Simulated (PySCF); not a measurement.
## Electron correlation in Br¹²⁺ (bromine, charge +12)

Starting occupation: [Ar] 3d5, 3d3/2 with m_j = -3/2, -1/2, +1/2, +3/2, 3d5/2 with m_j = +5/2. All numbers are calculated (PySCF 2.14, X2C-1e with screened-nucleus spin-orbit coupling, Gaussian nucleus, in an uncontracted even-tempered set (17 s from 0.88 bohr⁻², ratio 2.8; 12 p from 1.1 bohr⁻², ratio 2.8; 8 d from 1.1 bohr⁻², ratio 2.8; 4 f from 4.9 bohr⁻², ratio 3)). Frozen: [Ne]; 13 electrons correlated; the 70 highest virtual spinors left out.

MP2 pair energies summed by pair of shells (mhartree):

```json
{"pair": "3d-3p", "energy": "-188.11", "share (%)": "45.8"}
{"pair": "3p-3p", "energy": "-90.15", "share (%)": "22.0"}
{"pair": "3d-3d", "energy": "-65.77", "share (%)": "16.0"}
{"pair": "3p-3s", "energy": "-35.99", "share (%)": "8.8"}
{"pair": "3d-3s", "energy": "-25.71", "share (%)": "6.3"}
{"pair": "3s-3s", "energy": "-4.63", "share (%)": "1.1"}
```

Total MP2 correlation energy: -410.37 mhartree.

The GHF reference relaxed away from the jj start to a determinant that is no pure jj level (⟨S²⟩ = 8.69, ⟨J²⟩ = 8.75); the energies belong to that determinant.
